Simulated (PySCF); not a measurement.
**Diatomics of Si with the fourth-period p block**

PBE0 with triple-zeta basis sets in PySCF, for the lowest determinant that a PBE0 search found; no spin–orbit coupling. De refers to high-spin ground-configuration atoms. A positive dipole means M(−)Si(+).

```json
{"M": "Ga", "basis": "def2-TZVPP", "state (unpaired electrons)": "quartet (σ ↑, π ↑↑)", "Re (Å)": "2.418", "ωe (cm⁻¹)": "306", "De (eV)": "2.56", "μ (D)": "-1.35"}
{"M": "As", "basis": "x2c-TZVPPall", "state (unpaired electrons)": "doublet (π ↑)", "Re (Å)": "2.170", "ωe (cm⁻¹)": "508", "De (eV)": "3.30", "μ (D)": "0.64"}
{"M": "Se", "basis": "x2c-TZVPPall", "state (unpaired electrons)": "singlet (closed shell)", "Re (Å)": "2.057", "ωe (cm⁻¹)": "592", "De (eV)": "5.50", "μ (D)": "1.38"}
{"M": "Br", "basis": "def2-TZVPP", "state (unpaired electrons)": "doublet (π ↑)", "Re (Å)": "2.231", "ωe (cm⁻¹)": "423", "De (eV)": "3.93", "μ (D)": "0.78"}
```

The shortest bond is that of SiSe (2.057 Å), the longest that of GaSi (2.418 Å). SiSe is bound most strongly (5.50 eV) and GaSi least (2.56 eV).

The rows differ in basis set, which adds steps of its own.

The state changes along the series, so neighbouring rows are not always alike in their bonding.

Spin–orbit coupling is left out. States were picked by a PBE0 search and need not be the measured ground states.
